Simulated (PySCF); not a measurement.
F2HOS, SMILES S(F)(F)=[OH+], charge +1.

Coordinates come from a B3LYP-D3(BJ)/def2-SVP optimisation. The isomer is the one that the SMILES or the coordinates give; other isomers of the formula were not compared.

Method: PySCF with TDA-M06-2X/def2-SVPD.

Vertical excitations.  State labels are in the subgroup Cs.

```
state  symmetry  energy (eV)  λ (nm)      f                                                                    main pairs
-----  --------  -----------  ------  -----  ----------------------------------------------------------------------------
S1           A"         8.66     143  0.064                                                                HOMO→LUMO 79 %
S2           A'         8.97     138  0.023                                            HOMO→LUMO+1 60 %, HOMO−1→LUMO 32 %
S3           A"         9.22     134  0.000                                          HOMO−1→LUMO+1 62 %, HOMO−2→LUMO 34 %
S4           A'         9.41     132  0.103                                            HOMO−1→LUMO 51 %, HOMO→LUMO+1 25 %
S5           A"         9.51     130  0.034                          HOMO−2→LUMO 54 %, HOMO−1→LUMO+1 31 %, HOMO→LUMO 10 %
S6           A'        10.02     124  0.031                                          HOMO−3→LUMO 55 %, HOMO−2→LUMO+1 31 %
S7           A'        10.05     123  0.000                                          HOMO−2→LUMO+1 57 %, HOMO−3→LUMO 32 %
S8           A"        10.37     120  0.003  HOMO−1→LUMO+2 37 %, HOMO−3→LUMO+1 31 %, HOMO−1→LUMO+3 11 %, HOMO−5→LUMO 10 %
S9           A'        10.56     117  0.046       HOMO→LUMO+2 44 %, HOMO−4→LUMO 21 %, HOMO→LUMO+3 17 %, HOMO−2→LUMO+1 7 %
S10          A"        10.84     114  0.043                    HOMO−3→LUMO+1 32 %, HOMO−4→LUMO+1 32 %, HOMO−1→LUMO+2 19 %
T1           A"         6.76     183      0                                                                HOMO→LUMO 97 %
T2           A'         7.33     169      0                                                              HOMO→LUMO+1 94 %
T3           A'         8.00     155      0                                                              HOMO−1→LUMO 95 %
T4           A"         8.73     142      0                                          HOMO−1→LUMO+1 65 %, HOMO−2→LUMO 28 %
```
Triplets are in the Tamm–Dancoff approximation.
